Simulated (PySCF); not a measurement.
## Excitation energy of Ba⁺ by level of theory

Ba⁺ [Xe] 6s1 (2S) → Ba⁺ [Xe] 5d1 (2D), as a difference of total energies. Computed with PySCF 2.14 in aug-cc-pwCVTZ-X2C (11s10p8d4f, 109 functions), with scalar relativity by spin-free X2C-1e. Correlated levels: valence and next inner shell: [Kr] 4d10 frozen. The calculations carry no spin-orbit coupling.

```json
{"method": "UHF", "excitation energy (cm⁻¹)": "5975.5", "error (cm⁻¹)": "+621"}
{"method": "MP2 (valence and next inner shell)", "excitation energy (cm⁻¹)": "6909.1", "error (cm⁻¹)": "+1555"}
{"method": "SCS-MP2 (valence and next inner shell)", "excitation energy (cm⁻¹)": "6549.0", "error (cm⁻¹)": "+1195"}
{"method": "CCSD (valence and next inner shell)", "excitation energy (cm⁻¹)": "6432.4", "error (cm⁻¹)": "+1078"}
{"method": "CCSD(T) (valence and next inner shell)", "excitation energy (cm⁻¹)": "6584.9", "error (cm⁻¹)": "+1230"}
```

Reference: 5354.4 cm⁻¹ (measured; NIST levels, between the centres of gravity of the two terms).

Errors of the correlated levels include the incompleteness of this basis and the frozen core.
